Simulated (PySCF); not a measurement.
A structure optimised at B3LYP-D3(BJ)/def2-SVP, used in a PySCF frequency run:

```
Si
O 1 1.6785
H 2 0.9639 1 116.99
H 1 1.4884 2 104.21 3 180.00
C 1 1.8815 4 110.06 2 -119.39
H 5 1.1018 1 111.11 4 59.43
H 5 1.1030 6 107.96 1 121.65
H 5 1.1033 6 107.94 7 115.91
C 1 1.8815 4 110.06 2 119.39
H 9 1.1018 1 111.11 4 -59.43
H 9 1.1030 10 107.96 1 -121.65
H 9 1.1033 10 107.94 11 -115.91
```
Charge 0, spin multiplicity 1.

Question: Write its SMILES, formula and point group.

Answer: C[SiH](C)O, C2H8OSi, Cs

Question: What are its rotational constants (standard atomic weights)?

Answer: 5.8066, 5.4587, 3.3140 GHz
